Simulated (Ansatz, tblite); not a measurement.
Removing and adding an electron: SnClH3 (SnH₃Cl). Total charge 0; singlet. Geometry: PBE0-D4/def2-TZVP. Ansatz, gas phase; energy differences of separate SCF runs; the oxidised species was run as a doublet alone; the reduced species was run as a doublet alone.

```xyz
5

Sn    0.095   -0.145   -0.058
Cl   -1.121    1.703    0.683
H     0.136   -0.035   -1.754
H    -0.749   -1.516    0.487
H     1.638   -0.007    0.642
```

In the def2 sets Sn takes a core potential; there is no spin–orbit coupling. The xTB rows come from tblite. Correlated methods freeze 9 core orbitals; core or outer-core shells of Sn are correlated, in sets that lack core-valence functions. In CCSD on the charge 1 doublet the largest single amplitude is 0.22, so its Hartree–Fock determinant may place the open shell otherwise than the density functionals do.

| level | −HOMO (eV) | vertical IE (eV) | −LUMO (eV) | vertical EA (eV) | HOMO–LUMO gap (eV) | IE − EA (eV) | remarks |
| --- | --- | --- | --- | --- | --- | --- | --- |
| GFN1-xTB | 12.39 | 15.37 | 5.90 | 2.94 | 6.49 | 12.43 | – |
| GFN2-xTB | 11.54 | 14.77 | 6.10 | 3.49 | 5.44 | 11.28 | – |
| HF/def2-TZVPP | – | 10.25 | – | – | – | – | – |
| PBE-D4/def2-TZVPD | 7.32 | – | 1.81 | -0.30 | 5.51 | – | HOMO above zero (-1 doublet) |
| r2SCAN-D4/def2-TZVP | 7.62 | 10.78 | 1.36 | – | 6.26 | – | – |
| r2SCAN-D4/def2-TZVPD | 7.65 | – | 1.44 | -0.42 | 6.21 | – | HOMO above zero (-1 doublet) |
| PBE0-D4/def2-TZVPD | 8.67 | – | 1.00 | -0.42 | 7.67 | – | HOMO above zero (-1 doublet) |
| MP2/def2-TZVPD | – | – | – | -0.73 | – | – | HOMO above zero (-1 doublet) |

Problem. Estimate the rows for HF/def2-TZVPD, PBE0-D4/def2-TZVP, MP2/def2-TZVPP, CCSD/def2-TZVPD, CCSD/def2-TZVPP, CCSD(T)/def2-TZVPD, CCSD(T)/def2-TZVPP.

Solution. 
| level | −HOMO (eV) | vertical IE (eV) | −LUMO (eV) | vertical EA (eV) | HOMO–LUMO gap (eV) | IE − EA (eV) | remarks |
| --- | --- | --- | --- | --- | --- | --- | --- |
| HF/def2-TZVPD | – | – | – | -1.25 | – | – | HOMO above zero (-1 doublet) |
| PBE0-D4/def2-TZVP | 8.63 | 10.92 | 0.87 | – | 7.77 | – | – |
| MP2/def2-TZVPP | – | 11.33 | – | – | – | – | – |
| CCSD/def2-TZVPD | – | – | – | -0.70 | – | – | HOMO above zero (-1 doublet) |
| CCSD/def2-TZVPP | – | 11.07 | – | – | – | – | – |
| CCSD(T)/def2-TZVPD | – | – | – | -0.65 | – | – | HOMO above zero (-1 doublet) |
| CCSD(T)/def2-TZVPP | – | 11.10 | – | – | – | – | – |

Run but left out: PBE-D4/def2-TZVP (charge +1 doublet: an occupied level 0.06 eV above an empty one).   A HOMO above zero means that the electron is unbound at that level or that self-interaction error raises the level; the energy of removing that electron tells which. Raw xTB energy differences between charge states are shifted by several eV; the methods need an empirical correction for them. A negative affinity means that the extra electron isn't bound; its size then hangs on the basis.
